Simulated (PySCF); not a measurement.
# Reading the logs of faulty runs: BGeH7NSi

Calculated results; nothing here was measured. They come from PySCF 2.14.0, an open-source quantum chemistry program, on an isolated molecule that a program drew, which may never have been made. The molecule is BGeH7NSi (charge 0, doublet), drawn as the SMILES string `[BH2][GeH][SiH2]N`.

Each row is a Hartree-Fock (HF) and frozen-core CCSD(T) single point in the cc-pV(D+d)Z basis, meant for a local HF minimum. Run 1 is clean. Each other run has one planted mistake out of seven kinds, and not every kind appears here: one electron removed, one electron added, multiplicity raised by two, geometry at a saddle point, minimal basis STO-3G, one bond length entered in bohr, all coordinates scaled. The reference is restricted for singlets and unrestricted otherwise, and also for a bond in bohr. Adding or removing an electron swaps singlet and doublet. Electrons count all cores. HOMO and LUMO are orbital energies over both spins, the gradient is its largest component, and the lowest frequency (negative if imaginary) is given only where the gradient is small. Bond lengths are over the 10 bonds as drawn. T1 is the CCSD diagnostic: over 0.02 (restricted) or 0.045 (unrestricted) a single reference is doubtful. Germanium has the cc-pVDZ-PP basis, with a core potential (ECP10MDF) in place of its 10 inner electrons, and its 3s, 3p and 3d shells are frozen in CCSD(T).

Geometry of the clean run:
```xyz
11
BGeH7NSi, angstrom
B    -0.5856   -1.7853   -1.6533
Ge    0.9567   -1.1168   -0.5430
Si    1.2317    1.1341    0.2584
N    -0.0661    2.1876   -0.1705
H    -1.4642   -1.0289   -1.9599
H    -0.6342   -2.9277   -2.0087
H     2.0736   -2.0970   -0.1597
H     2.4831    1.6849   -0.3080
H     1.3345    1.0962    1.7342
H    -0.1800    2.4374   -1.1360
H    -0.9670    2.0305    0.2432
```

| run | electrons | basis functions | <S^2> | HOMO (eV) | LUMO (eV) | gradient (hartree/bohr) | lowest frequency (cm^-1) | mean bond (Å) | longest bond (Å) | T1 | HF (hartree) | CCSD(T) (hartree) | mistake |
|---|---|---|---|---|---|---|---|---|---|---|---|---|---|
| 1 | 65 | 109 | 0.760 | -7.88 | 0.49 | 2.1e-05 | 38 | 1.5044 | 2.405 | 0.0156 | -665.50871 | -666.01973 | no fault |
| 2 | 65 | 109 | 0.763 | -7.78 | 0.52 | 4.2e-02 | - | 1.5856 | 2.535 | 0.0180 | -665.48362 | -666.00345 | all coordinates scaled |
| 3 | 65 | 109 | 1.486 | -7.96 | 0.40 | 9.1e-03 | - | 1.6361 | 2.797 | 0.0388 | -665.40074 | -665.90300 | ? |
| 4 | 66 | 109 | 0.000 | -0.99 | 7.63 | 3.8e-02 | - | 1.5044 | 2.405 | 0.0188 | -665.51636 | -666.06752 | ? |

**Which mistake was planted in run 3, and what did it cost?**

The mean bond changes by a factor of 1.088 and the longest by 1.163, so the molecule wasn't scaled as a whole. A length L in bohr read as angstrom grows by (1/0.5292 - 1) L = 0.890 L. The 10 bonds together grew by 10 x 0.1317 = 1.317 Å, which gives L = 1.480 Å. That is the length of one of the H-Si bonds, 1.480 Å in the clean geometry. So the mistake is: one bond length entered in bohr. Subtracting run 1 and multiplying by 627.51 kcal/mol a hartree, the energy moved by 67.8 kcal/mol in HF and 73.2 kcal/mol in CCSD(T).

**Which mistake was planted in run 4, and what did it cost?**

It counts 66 electrons, one more than the clean run, at the same geometry and basis. So the mistake is: one electron added. Subtracting run 1 and multiplying by 627.51 kcal/mol a hartree, the energy moved by -4.8 kcal/mol in HF and -30.0 kcal/mol in CCSD(T).

